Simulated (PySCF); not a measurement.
A structure optimised at B3LYP-D3(BJ)/def2-SVP, used in a PySCF frequency run:

```xyz
4

B      0.0000     0.0000    -0.9471
H      0.0000     0.0000    -2.1435
I      0.0000     1.8647     0.0649
I      0.0000    -1.8647     0.0649
```
Charge 0, spin multiplicity 1.

Q: Write its SMILES, formula and point group.

A: IBI, BHI2, C2v

Q: What are its rotational constants (standard atomic weights)?

A: 32.958, 0.57265, 0.56287 GHz
